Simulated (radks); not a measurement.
The numbers below are computed, except where a source is named.
Coherent X-ray form factor from a spherical all-electron density. Level of theory: scalar-relativistic Kohn-Sham, LB94 model potential, spin-polarised, spherical densities, finite nucleus; Fermi nuclear charge, rms radius of each element as measured or else 0.836 A^(1/3) + 0.57 fm (a radial shooting solver on a logarithmic mesh with Libxc functionals).

sin(theta)/lambda (1/angstrom)  f0 (electrons)
0.05                                    54.893
0.1                                     54.572
0.15                                    54.045
0.2                                     53.320
0.25                                    52.410
0.3                                     51.330
0.4                                     48.737
0.5                                     45.702
0.6                                     42.400
0.8                                     35.650
1                                       29.543
1.25                                    23.603
1.5                                     19.585
2                                       15.205

The species is in the configuration that NIST lists as its ground one. Which atom or ion scatters so?

Answer. The thallium ion Tl26+, [Kr] 4d10 4f9. Extrapolating in s^2 from the first two rows gives f0(0) = 55.0, near the electron count 55; among species with that count, the fall with angle is slower the higher Z, and the table is that of Z = 81; from so few rows the species is fixed only to a neighbour or two.
